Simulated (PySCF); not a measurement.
C₄H₇ClSi, SMILES C[SiH2]C=C=CCl.

Geometry: B3LYP-D3(BJ)/def2-SVP. The structure was generated by enumeration; whether it is a known compound was not checked. The values are those of a single conformer.

Calculation: B3LYP-D3(BJ)/def2-SVP (PySCF).

Frequencies are harmonic and unscaled.

### Question
Give all harmonic wavenumbers and intensities. (Estimate from the structure and the level; the computed values follow.)

### Answer

```
mode  ν (cm⁻¹)  IR (km/mol)  moving atoms (share of kinetic energy)
----  --------  -----------  --------------------------------------
1           31          0.5                 C 53 %, H 27 %, Cl 16 %
2           81          0.1        Cl 29 %, Si 27 %, H 22 %, C 21 %
3          146          0.2                 C 43 %, H 43 %, Si 12 %
4          165          0.4        H 55 %, C 24 %, Cl 10 %, Si 10 %
5          189          0.7                          C 48 %, H 42 %
6          274          1.1                 C 63 %, H 19 %, Cl 10 %
7          431         17.6                  C 56 %, H 35 %, Si 9 %
8          489         21.8         H 52 %, C 28 %, Si 12 %, Cl 8 %
9          521          2.6                 C 46 %, H 38 %, Cl 13 %
10         624          2.8                 H 49 %, C 39 %, Si 11 %
11         665         16.8                          H 67 %, C 32 %
12         694         18.7                 C 43 %, H 33 %, Si 23 %
13         757         41.1                 H 61 %, C 26 %, Si 13 %
14         769         55.3                 C 70 %, Cl 15 %, H 14 %
15         779         20.6                 H 45 %, C 43 %, Si 10 %
16         861         42.6                          H 81 %, C 18 %
17         888         24.1                          H 79 %, C 17 %
18         906        318.6                  H 79 %, Si 11 %, C 9 %
19         952         93.5                                  H 95 %
20        1091          2.2                          H 71 %, C 28 %
21        1198          5.4                          H 83 %, C 16 %
22        1270         13.7                          H 79 %, C 21 %
23        1339         99.3                          C 78 %, H 22 %
24        1434          3.3                                  H 96 %
25        1436          2.2                                  H 96 %
26        2047         37.1                                  C 99 %
27        2206        148.4                                  H 97 %
28        2233         87.0                                  H 97 %
29        3031          4.0                                  H 97 %
30        3098          2.4                           H 92 %, C 8 %
31        3123          4.8                           H 91 %, C 9 %
32        3128          3.7                           H 91 %, C 9 %
33        3197          6.7                           H 91 %, C 9 %
```
